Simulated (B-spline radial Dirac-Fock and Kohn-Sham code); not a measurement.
## Auger decay of the N3 hole in Pt³⁺

System: Pt³⁺, [Xe] 4f14 5d7, inside a Watson sphere of charge -3 and radius 1.8 Å (a model of the Madelung potential; inside it an electron's potential energy is raised by 24.0 eV).

Level of theory: independent-particle rates on relativistic LDA orbitals of the hole state (multipoles up to L = 3, Coulomb Auger matrix elements, transition energies from Dirac-Fock); a radial atomic solver. Kinetic energies are configuration averages from the vacuum level; the two-hole energies are estimated from single-hole states.

```csv
transition,kinetic energy (eV),width (meV),share (%)
N3-N5O1,57.73,823,9.0
N3-N5N6,82.63,1030,11.3
N3-N5N7,87.85,1290,14.1
N3-N4O3,–,410,4.5
N3-N5O2,97.83,856,9.4
N3-N5O3,114.1,1110,12.2
N3-N5O4,169.5,520,5.7
N3-N5O5,171.3,615,6.7
N3-N6O3,358.9,391,4.3
N3-N7O3,362.3,477,5.2
```

A dash stands for an energy that rests on an unreliable hole state.

Coster-Kronig rates are the weakest part of this model and often come out 1.5 to 2.5 times too large. Super-Coster-Kronig decay this fast strains the one-particle picture, and such widths tend to come out too large. The listed channels hold 82 % of the non-radiative rate. Summed by principal shells, of 9.13 eV in all: NNO 66.9 %, NNN 31.1 %, NOO 2.0 %.

Values without a named source are computed, but for edge energies of neutral atoms, which are taken from tables.
